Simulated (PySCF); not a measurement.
**Al⁺ (aluminium, charge +1) across methods**

[Ne] 3s2, closed-shell 1S. Computed with PySCF 2.14 in aug-cc-pwCVTZ, with the non-relativistic Hamiltonian (point nucleus).

| method | E (hartree) | mean ε 2s (eV) | mean ε 2p (eV) | mean ε 3s (eV) | Σ⟨r²⟩ (bohr²) | ⟨S²⟩ |
| --- | --- | --- | --- | --- | --- | --- |
| B97-3 | -242.1244 | -123.41 | -83.138 | -15.756 | 16.79 | 0.000 |
| PBE0 | -242.0306 | -122.83 | -82.768 | -15.737 | 16.88 | 0.000 |
| UHF | -241.67348 | -141.98 | -95.851 | -17.750 | 17.29 | 0.000 |
| r2SCAN | -242.1099 | -119.64 | -79.834 | -14.932 | 16.97 | 0.000 |
| PBE | -242.0105 | -116.05 | -78.025 | -14.782 | 16.85 | 0.000 |
| wB97M-V | -242.1451 | -125.52 | -85.027 | -17.895 | 16.89 | 0.000 |
| LDA | -241.0988 | -115.44 | -78.142 | -14.889 | 16.77 | 0.000 |
| PBEsol | -241.5254 | -115.74 | -77.920 | -14.748 | 16.86 | 0.000 |

Q: Estimate the same row for TPSSh.

A: E (hartree) = -242.1536; mean ε 2s (eV) = -120.04; mean ε 2p (eV) = -80.371; mean ε 3s (eV) = -15.220; Σ⟨r²⟩ (bohr²) = 16.93; ⟨S²⟩ = 0.000.
